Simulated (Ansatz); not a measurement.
AlBr₂HO (`[OH][Al]([Br])[Br]`), 5 atoms. Charge 0, multiplicity 1. Correlated methods include outer-core shells of Br, which these sets cover unevenly. Scalar relativity is left out up to krypton. All runs use 4 threads of an Arm Neoverse V2 on a shared host. Correlated methods freeze the cores.

(1) Give the basis size and wall time and peak host memory of each of these runs in Ansatz. RKS ωB97M-V/def2-QZVPP energy; RKS ωB97M-V/def2-SVP energy; RKS PBE0-D4/def2-QZVPP energy; RHF-CCSD(T)/def2-SVP energy; RKS BHLYP-D4/def2-TZVPP energy; RKS SPW92 (LDA)/def2-TZVPP energy; direct RPA on PBE orbitals/def2-TZVPP energy; RHF-CCSD(T)/def2-TZVPP energy; RHF-MP2/def2-QZVPP energy; RKS PBE0-D4/def2-TZVP relaxation (21 steps); RKS PBE0-D4/def2-SVP energy; RKS r2SCAN0-D4/def2-TZVPP energy. (An estimate is asked.)

Answers

(1) Computed: Other jobs shared the machine, so times are rough.

```tsv
level	job	functions	wall time	peak host memory (GiB)
RKS SPW92 (LDA)/def2-TZVPP	energy	183	0.9 s	0.23
RKS PBE0-D4/def2-SVP	energy	101	1.1 s	0.38
RKS BHLYP-D4/def2-TZVPP	energy	183	2.9 s	0.59
direct RPA on PBE orbitals/def2-TZVPP	energy	183	3.4 s	0.38
RKS ωB97M-V/def2-SVP	energy	101	4.4 s	0.38
RHF-CCSD(T)/def2-SVP	energy	101	4.5 s	0.38
RKS r2SCAN0-D4/def2-TZVPP	energy	183	5.5 s	0.59
RKS PBE0-D4/def2-QZVPP	energy	335	7.5 s	1.3
RHF-MP2/def2-QZVPP	energy	335	13 s	1.3
RKS ωB97M-V/def2-QZVPP	energy	335	16 s	1.5
RHF-CCSD(T)/def2-TZVPP	energy	183	70 s	1.9
RKS PBE0-D4/def2-TZVP	relaxation (21 steps)	170	72 s	0.5
```
